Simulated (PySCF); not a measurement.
**Relaxation of triplet [RuCl3]+**

All numbers come from PySCF, UB3LYP, basis Ru def2-SVP with ECP28, Cl def2-SVP (scalar-relativistic core potentials, no spin–orbit coupling, density fitting). A (50,194) grid was used.

A hand-made trigonal planar start, of D3h symmetry, held to at least that symmetry:

Coordinates in bohr (charge 1 multiplicity 3):
```
Ru    0.0000    0.0000    0.0000
Cl    4.1483    0.0000    0.0000
Cl   -2.0742    3.5926    0.0000
Cl   -2.0742   -3.5926    0.0000
```

Optimiser trace:
```tsv
step	E − E(last) (kJ/mol)	largest gradient (Eh/bohr)
0	8.09	0.01927
1	0.57	0.00543
2	0.01	0.00080
3	0.00	0.00003
```

It ends at D3h with Ru–Cl 2.142 Å (×3); Cl–Ru–Cl 120.0° (×3). A frequency run shows a minimum. Other isomers or separated fragments may lie lower.

Final geometry:
```xyz
4
charge 1 multiplicity 3, angstrom
Ru    0.0000    0.0000    0.0000
Cl    2.1416    0.0000    0.0000
Cl   -1.0708    1.8547    0.0000
Cl   -1.0708   -1.8547    0.0000
```

With open d or f shells other occupations or spin states may lie lower. At this level a quintet minimum of C2v symmetry lies 3 kJ/mol below this structure.

The relaxation took of the order of 60 core-seconds on a shared host.
